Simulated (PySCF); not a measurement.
**Spinor energies of La³⁸⁺ (lanthanum, charge +38)**

Start: [Ar] 3d1; 3d3/2 filled at m_j = +3/2. Calculated with PySCF 2.14 in an even-tempered Gaussian basis (16 s from 7.7 bohr⁻², ratio 2.8; 12 p from 10 bohr⁻², ratio 2.8; 8 d from 10 bohr⁻², ratio 2.8; 3 f from 30 bohr⁻², ratio 3): generalised Hartree-Fock with the X2C-1e Hamiltonian and a Gaussian nucleus; one run each with spin-orbit coupling (SO) switched off, then screened by Boettger's factors.

```tsv
spinor shell	electrons	ε, spin-free (eV)	ε, screened SO (eV)	weight of nominal j (screened SO)	rms radius, screened SO (bohr)
1s1/2	2	-41211.6	-41206.1	1.000	0.0286
2s1/2	2	-8361.3	-8359.3	1.000	0.115
2p1/2	2	-7709.3	-8004.9	1.000	0.0988
2p3/2	4	-7709.3	-7577.3	1.000	0.104
3s1/2	2	-3103.9	-3103.3	1.000	0.284
3p1/2	2	-2888.4	-2962.2	0.999	0.273
3p3/2	4	-2888.4	-2855.1	1.000	0.283
3d3/2	1	-2664.6	-2677.7	1.000	0.245
```

| quantity | spin-free | screened SO |
| --- | --- | --- |
| E (hartree) | -7331.85758 | -7335.74416 |
| M_J | 3/2 | 3/2 |
| ⟨J²⟩ | 3.968 | 3.750 |
| ⟨L²⟩ | 6.001 | 6.019 |
| ⟨S²⟩ | 0.750 | 0.768 |

Each row is a mean over spinors that exchange with the open shell spreads, by up to 18.376 eV (3p1/2).

Breit and QED terms are absent; they matter most for the inner s and p1/2 levels.

Densities and radii are taken from the X2C orbitals without a picture-change correction, which distorts them close to the nucleus.

Without spin-orbit coupling the j labels of p, d and f shells carry no meaning; the spin-free column gives the mean over the occupied spinors of each nl shell, and its ⟨J²⟩ belongs to a mixture of degenerate components.
